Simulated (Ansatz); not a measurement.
The cluster KPbBr3 was relaxed with B3LYP-D4 (def2-SVP) in Ansatz in these states: neutral quintet, neutral singlet, neutral triplet. The geometries follow in no particular order.

In the def2 sets Pb takes a core potential; there is no spin–orbit coupling.

A:

```csv
atom,x (Å),y (Å),z (Å)
K1,-0.3593,1.0712,1.7553
Pb2,0.2915,-0.8689,-1.4239
Br3,-1.3682,-1.7629,0.6394
Br4,2.2859,-0.1207,0.3855
Br5,-0.8500,1.6813,-1.3562
```

B:

Cartesian coordinates in Å:
```
K 0.212 1.791 -0.977
Pb -0.709 -1.312 1.739
Br -1.447 1.413 1.622
Br 1.722 -0.903 0.085
Br 0.221 -0.989 -2.469
```

C:

```xyz
5

K     1.619   -0.286   -1.175
Pb   -1.040    2.385   -0.857
Br    1.591    0.070    1.964
Br   -1.215   -0.058    1.082
Br   -0.954   -2.111   -1.013
```

**Question.** Judge from the bond lengths which geometry belongs to which state (an estimate).

**Answer.** A is the neutral singlet (Pb2–Br3 2.795 Å, Pb2–Br5 2.795 Å, K1–Pb2 3.781 Å); B is the neutral triplet (Pb2–Br3 2.825 Å, Pb2–Br5 4.322 Å, K1–Pb2 4.225 Å); C is the neutral quintet (Pb2–Br3 4.499 Å, Pb2–Br5 4.499 Å, K1–Pb2 3.782 Å).

At PBE0-D4/def2-TZVP a singlet lies 3.08 eV below the neutral triplet. At PBE0-D4/def2-TZVP a singlet lies 6.22 eV below the neutral quintet. In the triplet, Br4 and Br5 lie 2.96 Å apart (atoms count from 1), so these atoms are partly bonded to each other. In the quintet, Br3 and Br4 lie 2.94 Å apart, Br4 and Br5 lie 2.94 Å apart (atoms count from 1), so these atoms are partly bonded to each other. These are the stationary points nearest to one start from a short search; other shapes may lie lower in each state.
